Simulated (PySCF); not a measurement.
# ZnN at revPBE

Level: revPBE. PySCF, no relativity, basis sets Zn def2-TZVPPD, N def2-TZVPPD.

```json
{"state": "⁴Σ⁻ (quartet), unpaired electrons σ ↑, π ↑↑", "bond length": "2.064 Å", "harmonic wavenumber": "340 cm⁻¹", "force constant": "0.783 mdyn/Å", "rotational constant Be": "0.3444 cm⁻¹", "anharmonicity ωexe": "6.78 cm⁻¹", "vibration–rotation constant αe": "0.00686 cm⁻¹", "well depth De to Zn + N": "0.46 eV", "dissociation energy D0": "0.44 eV", "bond order (Mayer)": "0.84", "dipole moment (positive dipole means Zn(−)N(+))": "-1.26 D"}
```

The state was picked by a PBE0 search and need not be the measured ground state.
